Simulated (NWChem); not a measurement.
**Correlation energy of OPb**

```xyz
2

Pb     0.0000     0.0000     0.1746
O      0.0000     0.0000    -1.7900
```
Charge 0, spin multiplicity 1.

Everything below was run with NWChem. All single points use one geometry, from PBE/def2-SVP with def2 effective core potentials on Pb, a minimum by its harmonic frequencies.

Basis set: def2-TZVP. Each correlation energy counts from its own Hartree-Fock reference.

Effective core potentials replace the inner electrons of Pb; spin-orbit coupling is left out. The correlated methods keep 5 core orbitals frozen. The structure started from a generated list of species. Coupled-cluster values serve here as a point of comparison, not as the truth.

```json
[
 {"method": "SCS-MP2", "correlation energy (mHa)": "-614.5"},
 {"method": "CCSD(T)", "correlation energy (mHa)": "-647.1"},
 {"method": "CCSD+T(CCSD)", "correlation energy (mHa)": "…"},
 {"method": "CR-CCSD(T)", "correlation energy (mHa)": "…"},
 {"method": "CCSD", "correlation energy (mHa)": "-616.0"},
 {"method": "CR-CCSD[T]", "correlation energy (mHa)": "…"},
 {"method": "MP2", "correlation energy (mHa)": "…"}
]
```

### Question
Some entries are withheld; supply them.

### Answer

- CCSD+T(CCSD), correlation energy (mHa): -657.5
- CR-CCSD(T), correlation energy (mHa): -638.3
- CR-CCSD[T], correlation energy (mHa): -645.2
- MP2, correlation energy (mHa): -669.3
